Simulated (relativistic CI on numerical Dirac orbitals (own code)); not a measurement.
**Mn⁺ in a cubic cluster: 3s photoemission with charge transfer**

Computed with a charge-transfer multiplet model of a cubic metal-ligand cluster with up to 2 ligand holes, Slater and spin-orbit integrals from Dirac-Coulomb-Breit ions, Slater integrals scaled by 0.9. The ground state mixes d6 with configurations of k ligand holes L, whose averages lie at kΔ + k(k − 1)U_dd/2; a core hole lowers each added d electron by U_cd. 300 K, Lorentzian 1.4 eV and Gaussian 0.8 eV FWHM.

Atomic integrals in eV (Slater integrals scaled, ζ unscaled), ground: F2dd 8.104, F4dd 4.987, zeta_d 0.031; with the core hole: F2dd 9.399, F4dd 5.844, zeta_d 0.039, G2cd 9.866.

Cluster parameters (eV): U_dd = 5.5, U_cd = 6.2, 10Dq = 0.65, 10Dq(ligand) = 1, V(eg) = 2.65, V(t2g) = -1.41, final-state hopping factor = 1.

```csv
Case,n_d,d6,d7L,d8L2,S
Δ = 5 eV,6.26,0.75,0.24,0.01,2.00
Δ = 7 eV,6.18,0.82,0.17,0.01,2.00
Δ = 8 eV,6.16,0.85,0.15,0.01,2.00
Δ = 9 eV,6.13,0.87,0.13,0.00,2.00
Δ = 10 eV,6.12,0.89,0.11,0.00,2.00
```

Weights, n_d and S are thermal averages at 300 K. Binding energies count from the first peak over 30 % of the highest in each spectrum, which can be another peak from case to case. The parameters are a model scan and need not match a compound or its usual spin state. Peaks in eV (height, largest 100):
- Δ = 5 eV: 0.0 (100), 4.4 (12), 8.7 (46), 16.1 (13)
- Δ = 7 eV: 0.0 (100), 9.2 (46), 15.6 (9)
- Δ = 8 eV: 0.0 (100), 9.5 (45), 16.3 (8)
- Δ = 9 eV: 0.0 (100), 9.6 (44), 16.8 (6)
- Δ = 10 eV: 0.0 (100), 9.8 (41)

For the case Δ = 7 eV, Δ = 7 eV is larger than U_dd = 5.5 eV, the Mott-Hubbard side of the Zaanen-Sawatzky-Allen scheme. With the core hole the configuration with one ligand hole lies at Δ − U_cd = -1.2, 0.8, 1.8, 2.8, 3.8 eV from the one without, in the order of the table; where this is negative the screened configuration lies lower, though the effective hopping of about 4.1 eV (from the holes of the mixed ground state) mixes the two strongly wherever it is as large as the gap.

Without intra-shell correlation the exchange splitting of the 3s hole comes out too large.
